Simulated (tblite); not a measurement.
Input of a run (GFN2-xTB geometry optimisation, gas phase (tblite 0.8.0)), started from a force field or distance geometry:
```
{"job": {"kind": "relax", "xc": "GFN2-xTB", "basis": "xTB"}, "charge": 0, "multiplicity": 1}
O     -0.252800     1.469100    -0.098900
C     -0.335000     0.277500    -0.344700
C      0.827000    -0.598400    -0.804700
C      2.186500     0.079800    -0.645600
Si     2.854100     0.151000     1.117500
Si    -2.037100    -0.532300    -0.135600
C     -3.268400     0.700300     0.463500
Cl    -4.847800    -0.089700     0.652700
H      0.797600    -1.559600    -0.280800
H      0.649300    -0.789600    -1.870900
H      2.912300    -0.489000    -1.238400
H      2.157700     1.084400    -1.048100
H      1.903200     0.843600     2.030200
H      4.175000     0.839600     1.126200
H      3.031900    -1.223500     1.617600
H     -1.919900    -1.675700     0.828000
H     -2.452000    -1.113400    -1.435600
H     -3.395900     1.521400    -0.233800
H     -2.995600     1.113700     1.447700
```

Output (eV, eV/Å):
```
step      E/eV     max force
  0    -713.09311    2.147
  1    -713.18040    0.819
  2    -713.20308    0.709
  3    -713.21376    0.287
  4    -713.21988    0.222
  5    -713.22457    0.103
  6    -713.22595    0.095
  7    -713.22739    0.070
  8    -713.22807    0.062
  9    -713.22874    0.048
 10    -713.22935    0.065
 11    -713.23010    0.071
 12    -713.23092    0.072
 13    -713.23171    0.067
 14    -713.23235    0.050
 15    -713.23288    0.053
 16    -713.23348    0.057
 17    -713.23430    0.104
 18    -713.23528    0.116
 19    -713.23615    0.076
 20    -713.23678    0.058
 21    -713.23729    0.050
 22    -713.23778    0.066
 23    -713.23820    0.053
 24    -713.23851    0.037
 25    -713.23875    0.042
 26    -713.23904    0.057
 27    -713.23938    0.068
 28    -713.23967    0.049
 29    -713.23991    0.037
 30    -713.24015    0.039
 31    -713.24048    0.059
 32    -713.24086    0.067
 33    -713.24118    0.044
 34    -713.24140    0.035
 35    -713.24160    0.043
 36    -713.24188    0.044
 37    -713.24219    0.039
 38    -713.24242    0.034
 39    -713.24258    0.037
 40    -713.24276    0.035
 41    -713.24304    0.044
 42    -713.24338    0.046
 43    -713.24368    0.035
 44    -713.24384    0.030
 45    -713.24394    0.025
 46    -713.24406    0.025
 47    -713.24423    0.031
 48    -713.24445    0.030
 49    -713.24463    0.027
 50    -713.24475    0.022
 51    -713.24481    0.019
 52    -713.24485    0.026
 53    -713.24490    0.024
 54    -713.24497    0.022
 55    -713.24501    0.018
 56    -713.24504    0.017
 57    -713.24507    0.014
 58    -713.24511    0.015
 59    -713.24514    0.012
 60    -713.24516    0.013
 61    -713.24519    0.013
 62    -713.24522    0.016
 63    -713.24526    0.016
 64    -713.24530    0.014
 65    -713.24533    0.015
 66    -713.24536    0.013
 67    -713.24539    0.015
 68    -713.24542    0.011
 69    -713.24546    0.024
 70    -713.24551    0.035
 71    -713.24560    0.040
 72    -713.24570    0.032
 73    -713.24581    0.026
 74    -713.24591    0.024
 75    -713.24602    0.034
 76    -713.24615    0.036
 77    -713.24627    0.024
 78    -713.24636    0.026
 79    -713.24643    0.024
 80    -713.24653    0.030
 81    -713.24664    0.031
 82    -713.24673    0.026
 83    -713.24679    0.017
 84    -713.24683    0.018
 85    -713.24688    0.021
 86    -713.24694    0.030
 87    -713.24701    0.033
 88    -713.24708    0.034
 89    -713.24717    0.034
 90    -713.24728    0.032
 91    -713.24740    0.028
 92    -713.24747    0.022
 93    -713.24753    0.024
 94    -713.24760    0.035
 95    -713.24768    0.042
 96    -713.24775    0.038
 97    -713.24782    0.021
 98    -713.24789    0.025
 99    -713.24802    0.029
100    -713.24815    0.057
101    -713.24837    0.033
102    -713.24853    0.101
103    -713.24907    0.146
104    -713.24995    0.140
105    -713.25218    0.336
106    -713.24802    0.405
107    -713.25679    0.365
108    -713.25716    0.514
109    -713.26271    0.328
110    -713.25653    1.147
111    -713.26887    0.128
112    -713.27284    0.178
113    -713.27982    0.998
114    -713.28579    0.345
115    -713.29141    0.139
116    -713.29719    0.247
117    -713.29959    0.082
118    -713.30103    0.145
119    -713.30201    0.094
120    -713.30306    0.077
121    -713.30482    0.125
122    -713.30667    0.151
123    -713.30920    0.140
124    -713.31083    0.078
125    -713.31193    0.070
126    -713.31257    0.086
127    -713.31318    0.074
128    -713.31397    0.105
129    -713.31496    0.064
130    -713.31611    0.090
131    -713.31731    0.094
132    -713.31902    0.147
133    -713.32121    0.162
134    -713.32350    0.132
135    -713.32514    0.095
136    -713.32608    0.071
137    -713.32679    0.083
138    -713.32759    0.092
139    -713.32867    0.101
140    -713.32981    0.092
141    -713.33079    0.084
142    -713.33155    0.057
143    -713.33210    0.051
144    -713.33243    0.036
145    -713.33268    0.031
146    -713.33294    0.047
147    -713.33324    0.059
148    -713.33351    0.045
149    -713.33369    0.036
150    -713.33381    0.031
151    -713.33394    0.034
152    -713.33406    0.037
153    -713.33416    0.023
154    -713.33422    0.020
155    -713.33426    0.015
156    -713.33431    0.016
157    -713.33435    0.015
158    -713.33438    0.010
159    -713.33440    0.010
```

**Question.** Summarise the run.

**Answer.** The energy falls by 23.3 kJ/mol over 159 L-BFGS steps, the largest force on an atom goes from 2.15 to 0.010 eV/Å, and the atoms move by 0.598 Å rms after alignment. The bond that changes most is Si6–C7 (SiH2 silicon to sp3 C–Cl carbon), which lengthens by 0.065 Å. Bonds longer at the end by more than 0.005 Å: 5 of 18; shorter: 10. Among the angles that change most is H13–Si5–H15, from 107.6° to 115.7°. Among the dihedrals that turn most is H12–C4–Si5–H13, from 67° to 22°. The energy rose by more than 1e-5 eV at steps 106 and 110. The first step brought 36 % of the lowering.

**Question.** What are the final bond lengths?

**Answer.** O1=C2 1.213 Å, C2–C3 1.498 Å, C3–C4 1.521 Å, C4–Si5 1.914 Å, C2–Si6 1.928 Å, Si6–C7 1.907 Å, C7–Cl8 1.788 Å, C3–H9 1.096 Å, C3–H10 1.093 Å, C4–H11 1.089 Å, C4–H12 1.091 Å, Si5–H13 1.457 Å, Si5–H14 1.477 Å, Si5–H15 1.463 Å, Si6–H16 1.462 Å, Si6–H17 1.463 Å, C7–H18 1.089 Å, C7–H19 1.088 Å. Numbering counts from 1 in the input's order; the species is `C([SiH2]CCl)(=O)CC[SiH3]`.

Hardware: one thread of an Arm Neoverse N1, shared host. Cost: 2.6 s.

Its lowest GFN2-xTB frequency is 17i cm⁻¹, too small to tell a flat minimum from a shallow saddle. One conformer, not necessarily the lowest.

All values are computed, not measured.
